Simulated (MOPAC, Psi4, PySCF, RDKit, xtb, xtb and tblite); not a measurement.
Two geometries of SMILES BCCCl (C₂H₆BCl), relaxed at GFN2-xTB with one dihedral held; other torsions can differ between them too.

Structure A

```
10

B      1.4957     0.1198    -0.1562
C      0.0891    -0.1204     0.5182
C      0.0321    -1.4579     1.2464
Cl    -1.5424    -1.6768     2.0743
H      1.5930     0.2713    -1.3095
H      2.4555     0.0932     0.5102
H     -0.0794     0.6684     1.2578
H     -0.7427    -0.0766    -0.1861
H      0.1285    -2.2914     0.5517
H      0.7985    -1.5306     2.0172
```

Structure B

```
10

B      0.6214    -1.0496     1.4223
C     -0.2000    -0.0509     0.4665
C      0.7085     1.1588     0.5649
Cl     2.3181     0.3606     0.7161
H      0.7929    -0.7347     2.5385
H      0.9004    -2.1301     1.0707
H     -1.2132     0.1954     0.7861
H     -0.2557    -0.3926    -0.5662
H      0.5569     1.7312     1.4777
H      0.7360     1.8181    -0.3020
```

Question: Which is lower in energy at the level Psi4 with DF-MP2 (frozen core)/cc-pVTZ // GFN2-xTB, and by how much?

Answer: A is lower, by 7.65 kJ/mol (dihedral H5–B1–C2–C3: 120° in A, 60° in B).

E(B) − E(A) in kJ/mol at the other levels, on the same two geometries: GFN2-xTB (xtb and tblite) -2.25; PBE0/def2-TZVP // GFN2-xTB (Psi4) 7.27; PBE0-D3(BJ)/def2-TZVP // GFN2-xTB (Psi4) 5.78; PBE/def2-TZVP // GFN2-xTB (Psi4) 4.49; PBE-D3(BJ)/def2-TZVP // GFN2-xTB (Psi4) 2.69; HF/cc-pVTZ // GFN2-xTB (Psi4) 35.64; UFF // GFN2-xTB (RDKit) 614.24; PM6, restricted, heats of formation // GFN2-xTB (MOPAC) -11.04; AM1, restricted, heats of formation // GFN2-xTB (MOPAC) 21.27; GFN1-xTB // GFN2-xTB (xtb) -6.69; restricted B3LYP/6-31G*, spherical d // GFN2-xTB (PySCF) 22.32; restricted Hartree-Fock/3-21G // GFN2-xTB (PySCF) 42.69; restricted Hartree-Fock/STO-3G // GFN2-xTB (PySCF) 18.69; restricted Hartree-Fock/6-31G*, spherical d // GFN2-xTB (PySCF) 40.94.
